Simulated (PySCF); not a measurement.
FeO3, SMILES [O]=[Fe](=[O])=[O], multiplicity 1. Atoms are numbered in the order given.

```xyz
4

Fe     0.0000     0.0000     0.0000
O      1.5545     0.0000     0.0000
O     -0.7772     1.3462     0.0000
O     -0.7772    -1.3462     0.0000
```

Coordinates come from a r2SCAN-D4/def2-SVP optimisation. The multiplicity is an assumed one; other spin states were not compared.

These are r2SCAN/def2-TZVPD run with PySCF values and carry that method's errors.

Symmetry labels are those of the subgroup C2v that the program uses (full group D3h).

Computed valence orbital energies around the gap with their symmetry:
| orbital | symmetry | energy (eV) |
|---|---|---|
| HOMO−7 | A1 | -12.12 |
| HOMO−6 | A2 | -11.86 |
| HOMO−5 | B2 | -11.86 |
| HOMO−4 | B2 | -10.16 |
| HOMO−3 | A1 | -9.97 |
| HOMO−2 | B1 | -9.97 |
| HOMO−1 | B1 | -8.95 |
| HOMO | A1 | -8.13 |
| LUMO | A2 | -6.65 |
| LUMO+1 | B2 | -6.65 |
| LUMO+2 | A1 | -4.57 |
| LUMO+3 | B1 | -4.57 |
